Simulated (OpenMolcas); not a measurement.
What dynamic correlation does to the levels of V2+

* Program: OpenMolcas
* Basis: ANO-R2 [6s4p4d2f1g]
* Scalar Hamiltonian: X2C, finite nucleus
* Active space: 9 electrons in 8 orbitals (RAS1 3p, at most 2 holes; RAS2 3d)
* State averaging: 2S+1 = 4 even, 10 roots; 2S+1 = 2 even, 40 roots
* Spin-orbit coupling: RASSI with atomic mean-field integrals over the reference wave functions, term energies averaged over their components

Methods on the same reference wave functions:
A. RASSCF
B. SS-RASPT2, IPEA 0.25 Eh, imaginary shift 0.1 Eh (closed shells correlated: 3s)
C. MS-RASPT2, IPEA 0.25 Eh, imaginary shift 0.1 Eh (closed shells correlated: 3s)

Energies in cm-1 above 3d3 4F 3/2, the measured ground level; measured values from Sugar and Corliss, J. Phys. Chem. Ref. Data 7, 1191 (1978).

```tsv
Level	A	B	C	Measured
3d3 4F 3/2	0.0	0.0	0.0	0.0
3d3 4F 5/2	160	161	160	146
3d3 4F 7/2	380	381	380	342
3d3 4F 9/2	656	656	656	584
3d3 4P 1/2	13982	12020	12020	11514
3d3 4P 3/2	14056	12090	12090	11592
3d3 4P 5/2	14244	12280	12280	11770
3d3 2G 7/2	15183	12050	12050	11966
3d3 2G 9/2	15423	12290	12290	12187
3d3 2P 1/2	17898	15500	15500	15580
3d3 2P 3/2	17992	15550	15550	15550
3d3 2D 3/2(1)	19393	16640	16630	16330
3d3 2D 5/2(1)	19596	16800	16790	16375
3d3 2H 9/2	21264	17010	17010	16811
3d3 2H 11/2	21451	17200	17200	16978
3d3 2F 7/2	33818	28210	28210	27728
3d3 2F 5/2	33920	28310	28310	27847
3d3 2D 5/2(2)	50003	43150	43170	42267
3d3 2D 3/2(2)	50142	43290	43290	42371
```

Deviations, from unrounded energies. A percentage is the sum of absolute deviations over the sum of measured energies, with the sign that they share, or ± where signs differ.

```csv
Against measurement,Levels,A,B,C
mean absolute deviation (cm-1),18,3400,320,320
fine structure of the ground term (%),3,+11.6,+11.8,+11.8
other terms of the ground configuration (%),15,+20.7,±1.9,±1.9
```

B, C lie about equally close to measurement and A furthest from it. The largest miss of C in the table is 3d3 2D 3/2(2), by +920 cm-1. The ranking rests on the paired levels alone, and a cruder setting can come out closer through cancelling errors.

Between B and C the level of the table that moves most is 3d3 2D 5/2(1), by 13 cm-1 (lowest in C, highest in B). Moves below CASPT2's spread within the term are not significant.

The two smallest mean deviations differ by little beside CASPT2's spread within terms, so their order carries little weight.

From A to B the spin-free energies of the other terms of 3d3 shown, above 4F, scale by factors of 0.79 to 0.86, as is usual when dynamic correlation screens the repulsion within a d or f shell.

The lowest spin-free term lies below A's lowest term by 0.289 hartree in B, 0.289 hartree in C.

Term energies are means over components that CASPT2 splits; among the terms shown or strongly mixed into the levels shown the widest spread is 1400 cm-1 (3d3 4F, C). Some levels mix across a computed gap that differs much from the measured one, so their mixing is not that of the real levels. Active for correlation alone: 3p; no level in the range computed is led by a configuration that opens it, so any true level of that kind is missing. Without dynamic correlation excited terms often stand tens of per cent too high (terms of higher spin than the ground term too low), and those without a measured partner can miss by more than the paired ones (holds for A). The CASPT2 spread within a term exceeds the gap to the next term for 3d3 2G and 3d3 4P, 3d3 2D(1) and 3d3 2H, so the order of their levels is uncertain (holds for C). Measured partners are found by configuration, term and J. A level has none where our copy of the source lacks it or the pairing is in doubt (some pairs that miss far off the trend of their configuration count as doubtful), and it then counts in no deviation. Levels of configurations outside the active space are missing.

A number in round brackets counts repeated terms of one configuration in the order of the reference energies.
